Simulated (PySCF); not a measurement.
H₃O₄Si, SMILES [O][Si](O)(O)O, multiplicity 2. Atoms are numbered in the order given.

```xyz
8

O     -1.2008     0.8169     0.8752
Si    -0.0275     0.0143    -0.0078
O     -0.7796    -1.1113    -0.9397
O      0.8813     0.9307    -1.0275
O      0.9569    -0.5744     1.1837
H     -0.4596    -1.1874    -1.8470
H      1.4421     1.6121    -0.6393
H      0.5394    -1.1195     1.8625
```
Charge 0, spin multiplicity 2.

Geometry: B3LYP-D3(BJ)/def2-SVP. The isomer is the one that the SMILES or the coordinates give; other isomers of the formula were not compared. The values are those of a single conformer.

Level of theory: PBE/def2-TZVP in PySCF.

ESP charges are fitted to the potential on shells at 1.4 to 2.0 van der Waals radii. Atomic charges (e):

```tsv
atom	Mulliken	ESP fit	meta-Löwdin	Mulliken spin
O1	-0.29	-0.38	-0.50	0.86
Si2	0.67	1.06	1.53	-0.03
O3	-0.45	-0.66	-0.71	0.04
O4	-0.48	-0.69	-0.73	0.01
O5	-0.43	-0.66	-0.69	0.12
H6	0.33	0.45	0.36	0.00
H7	0.33	0.44	0.36	0.00
H8	0.33	0.45	0.37	0.00
```

Computed Mayer and Wiberg (Löwdin basis) orders of the bonds:
```json
[
 {"bond": "O1–Si2", "Mayer": "1.27", "Wiberg": "1.75"},
 {"bond": "Si2–O3", "Mayer": "1.25", "Wiberg": "1.69"},
 {"bond": "Si2–O4", "Mayer": "1.25", "Wiberg": "1.69"},
 {"bond": "Si2–O5", "Mayer": "1.21", "Wiberg": "1.65"},
 {"bond": "O3–H6", "Mayer": "0.87", "Wiberg": "1.01"},
 {"bond": "O4–H7", "Mayer": "0.87", "Wiberg": "1.01"},
 {"bond": "O5–H8", "Mayer": "0.87", "Wiberg": "1.01"}
]
```
